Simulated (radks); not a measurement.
Task: Species: neutral caesium. Configuration: [Xe] 6s1. Calculated with a radial shooting solver on a logarithmic mesh with Libxc functionals: Dirac Kohn-Sham, PW91, spin-unpolarised, spherical densities, finite nucleus; Fermi nuclear charge, rms radius 4.8041 fm. Some entries of the table are withheld. Estimate them.

| orbital | occ. | eigenvalue (hartree) | <r> (bohr) |
|---|---|---|---|
| 1s1/2 | 2 | -1314.614 | 0.02611 |
| 2s1/2 | 2 | (1) | 0.1117 |
| 2p1/2 | 2 | -193.9533 | (2) |
| 2p3/2 | 4 | -181.0029 | (3) |
| 3s1/2 | 2 | -42.85549 | 0.2987 |
| 3p1/2 | 2 | -37.76087 | 0.2887 |
| 3p3/2 | 4 | -35.27937 | 0.3005 |
| 3d3/2 | 4 | -26.31974 | 0.2714 |
| 3d5/2 | 6 | -25.79289 | 0.2751 |
| 4s1/2 | 2 | -8.08660 | 0.6947 |
| 4p1/2 | 2 | -6.25807 | 0.7206 |
| 4p3/2 | 4 | -5.75129 | 0.7481 |
| 4d3/2 | 4 | (4) | 0.8307 |
| 4d5/2 | 6 | (5) | 0.8412 |
| 5s1/2 | 2 | -0.98363 | 1.741 |
| 5p1/2 | 2 | -0.54015 | (6) |
| 5p3/2 | 4 | -0.47996 | (7) |
| 6s1/2 | 1 | -0.07694 | 5.700 |
| 6p1/2 | 0 | -0.02960 | 7.998 |
| 6p3/2 | 0 | -0.02717 | 8.308 |
| 5d3/2 | 0 | (8) | 6.148 |
| 5d5/2 | 0 | (9) | 6.384 |

Result: 
(1) 2s1/2 eigenvalue (hartree): -206.1413
(2) 2p1/2 <r> (bohr): 0.09402
(3) 2p3/2 <r> (bohr): 0.09991
(4) 4d3/2 eigenvalue (hartree): -2.77740
(5) 4d5/2 eigenvalue (hartree): -2.69334
(6) 5p1/2 <r> (bohr): 2.020
(7) 5p3/2 <r> (bohr): 2.118
(8) 5d3/2 eigenvalue (hartree): -0.01566
(9) 5d5/2 eigenvalue (hartree): -0.01432
